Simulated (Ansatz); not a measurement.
WSF₄. Total charge 0; singlet. Geometry relaxed at r2SCAN-D4/def2-SVP.

```csv
atom,x (Å),y (Å),z (Å)
W1,-0.013,0.018,0.006
S2,1.142,-1.666,-0.523
F3,-0.396,-0.196,1.814
F4,-1.779,-0.481,-0.294
F5,-0.169,1.019,-1.555
F6,1.215,1.305,0.552
```

In the def2 sets W takes a core potential; there is no spin–orbit coupling. The relaxation made no stability test and no search for a lower SCF solution.

Q: Estimate the harmonic wavenumbers at RKS r2SCAN-D4/def2-SVP (Ansatz, unscaled). Is this a minimum?

A: 127, 207, 207, 235, 235, 244, 335, 583, 658, 710, 710, 725 cm⁻¹. Yes, no mode is imaginary beyond noise. Zero-point energy 29.8 kJ/mol. It took 47 s on 4 threads of Arm Neoverse V2 on a shared host.
